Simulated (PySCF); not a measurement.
# Correlation energy of C⁺ (carbon, charge +1)

[He] 2s1 2p2, high-spin 4P determinant (an excited configuration). Calculation: PySCF 2.14, in dyall-acv3z (15s9p4d2f, 76 functions); scalar relativity by spin-free X2C-1e. Frozen: 1s2; 3 electrons correlated; the 18 highest virtual orbitals of each spin left out.

```csv
level,correlation energy (mhartree)
CCSD,-16.22
(T),-0.06
CCSD(T),-16.28
```

Diagnostics: T1 = 0.0018, D1 = 0.0026, largest double amplitude 0.023.

Cost of the coupled-cluster step: about 4 core-seconds, for 3 correlated electrons.

Iterations:

```
CC2 = 0
CCSD nocc = (np.int64(3), np.int64(0)), nmo = (57, 57)
frozen orbitals [[0, 58, 59, 60, 61, 62, 63, 64, 65, 66, 67, 68, 69, 70, 71, 72, 73, 74, 75], [0, 58, 59, 60, 61, 62, 63, 64, 65, 66, 67, 68, 69, 70, 71, 72, 73, 74, 75]]
max_cycle = 100
direct = 0
conv_tol = 1e-08
conv_tol_normt = 1e-06
diis_space = 8
diis_start_cycle = 0
Init t2, MP2 energy = -0.0123417312516094
Init E_corr(UCCSD) = -0.012341731251717
cycle = 1  E_corr(UCCSD) = -0.0151520580065655  dE = -0.00281032675  norm(t1,t2) = 0.0153084
cycle = 2  E_corr(UCCSD) = -0.0158919538419409  dE = -0.000739895835  norm(t1,t2) = 0.00508104
cycle = 3  E_corr(UCCSD) = -0.0162308237364095  dE = -0.000338869894  norm(t1,t2) = 0.00193542
cycle = 4  E_corr(UCCSD) = -0.0162186140259924  dE = 1.22097104e-05  norm(t1,t2) = 0.000257156
cycle = 5  E_corr(UCCSD) = -0.0162193495850635  dE = -7.35559071e-07  norm(t1,t2) = 2.68842e-05
cycle = 6  E_corr(UCCSD) = -0.0162192728700347  dE = 7.67150288e-08  norm(t1,t2) = 3.17208e-06
cycle = 7  E_corr(UCCSD) = -0.0162192858235633  dE = -1.29535285e-08  norm(t1,t2) = 2.98455e-07
cycle = 8  E_corr(UCCSD) = -0.0162192836277395  dE = 2.19582373e-09  norm(t1,t2) = 3.64309e-08
UCCSD converged
E(UCCSD) = -37.19392813870801  E_corr = -0.01621928362773952
UCCSD(T) correction = -6.01803464450812e-05
```
